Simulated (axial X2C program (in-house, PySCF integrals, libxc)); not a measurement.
# MgTe⁻ along the bond: PW91, two-component

Calculated with an axial X2C code built on PySCF integrals. Two-component (2c) means X2C with spin–orbit coupling and atomic mean-field two-electron Coulomb and Gaunt terms. Basis: Te dyall-acv3z [12s13p9d5f1g], Mg dyall-av3z [10s9p6d4f] (cores contracted in-house); Gaussian nuclei, density fitting, unrestricted open shells. Masses: Te 129.906 u, Mg 23.985 u.

State: Ω = 1/2 (⟨Sz⟩ = 0.48, ⟨Lz⟩ = 0.02 at PW91). Dipoles are positive if Mg is the positive end and refer to the centre of mass.

| R (Å) | μ (D) | HOMO (eV) | LUMO (eV) |
| --- | --- | --- | --- |
| 2.235 | -2.289 | 0.35 | 1.27 |
| 2.338 | -2.041 | 0.26 | 1.18 |
| 2.415 | -1.871 | 0.21 | 1.10 |
| 2.492 | -1.716 | 0.16 | 1.02 |
| 2.569 | -1.578 | 0.11 | 0.94 |
| 2.659 | -1.443 | 0.11 | 0.85 |
| 2.749 | -1.338 | 0.15 | 0.77 |
| 2.864 | -1.249 | 0.18 | 0.66 |
| 3.006 | -1.207 | 0.20 | 0.54 |
| 3.211 | -1.237 | 0.21 | 0.41 |

Problem. The minimum lies at 2.580 Å. What is the dipole moment there?

Solution. At PW91, 2c, with the sign and origin stated: μ = -1.56 D.

One determinant describes the state; a PBE0 search over occupations chose it and may have missed a lower one. Density functionals use the spin component along the axis (collinear). The highest occupied level of some functionals is positive through self-interaction error; at Hartree–Fock it is bound. The LUMO of an anion is an unbound level whose energy the basis sets.
